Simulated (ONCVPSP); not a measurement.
# Cutoff test, zirconium, ONCV

Zr, optimised norm-conserving Vanderbilt (ONCV), made with ONCVPSP 4.0.1 (PBE, scalar-relativistic). Core [Ar] 3d10 4s2, reference 4p6 4d2 5s1 (charge +1). Waves: 5s: rc 2.55 bohr, ncon 3, nbas 6, qcut 2.9 1/bohr, 3 projectors, debl 0.9 Ha; 4p: rc 1.45 bohr, ncon 3, nbas 7, qcut 6.1 1/bohr, 1 projector; 4d: rc 2.20 bohr, ncon 4, nbas 8, qcut 5.7 1/bohr, 2 projectors, debl 3.4 Ha. Local part: polynomial inside 0.90 bohr (lpopt 5, dvloc0 -1 Ha). Core correction: polynomial model core, fcfact 0.25.

Task: For each optimised wave give the share of its norm inside rc, the residual kinetic energy above qcut (Ha) and the cutoffs (Ha) for errors of 10, 1, 0.1 and 0.01 mHa per electron.

Result:

```tsv
wave	norm inside rc	residual KE	10 mHa	1 mHa	0.1 mHa	0.01 mHa
5s	0.218	1.3e-04	1.5	2.4	7.4	22.8
s projector 2	0.229	2.9e-04	3.1	3.8	4.8	19.8
s projector 3	0.137	3.8e-03	3.8	4.8	9.4	27.5
4p	0.618	4.7e-04	7.2	16.2	67.4	114.1
4d	0.608	2.7e-05	9.7	12.6	14.9	25.1
d projector 2	0.143	8.1e-04	12.8	16.2	36.4	61.0
```

The occupied waves need 16 Ha and 67 Ha for 1 and 0.1 mHa. Note: ghosts flagged at negative energy: s at -160.3 eV, s at -48.2 eV; GHOST(+) flagged for d at 147.1 eV. A true bound ghost makes a file unfit for plane-wave use. 2 of 4 tests not solved or not reliable.
